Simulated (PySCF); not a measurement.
# Excited states of Cd²⁺ (cadmium, charge +2)

Ground state [Kr] 4d10, ¹S. Computed with PySCF 2.14 in aug-cc-pVDZ-PP with one added diffuse shell each of s, p, d, f type with ECP28MDF (6s6p5d3f, 70 functions), with scalar relativity through the core potential. Vertical excitation energies in eV without spin-orbit coupling; excited terms of each kind are numbered among those the solver found. Frozen: 4s2 4p6.

| term | leading excitation | EOM-EE-CCSD |
| --- | --- | --- |
| 1 3D | 4d → s | 10.909 |
| 1 1D | 4d → s | 11.485 |
| 1 3P° | 4d → p | 17.182 |
| 1 3F° | 4d → p | 17.562 |
| 1 1F° | 4d → p | 17.827 |
| 1 1D° | 4d → p | 18.211 |
| 1 3D° | 4d → p | 18.244 |
| 1 1P° | 4d → p | 18.314 |
| 1 3F | 4d → d | 26.013 |
| 1 1F | 4d → d | 26.031 |
| 2 3D | 4d → s | 27.223 |
| 2 1D | 4d → s | 27.308 |

The spin-orbit splitting of the hole, absent here, rivals or exceeds the spacing of these terms, so the LS terms are model states.

The solver can miss terms. Rydberg members are limited by the diffuse functions of the basis.
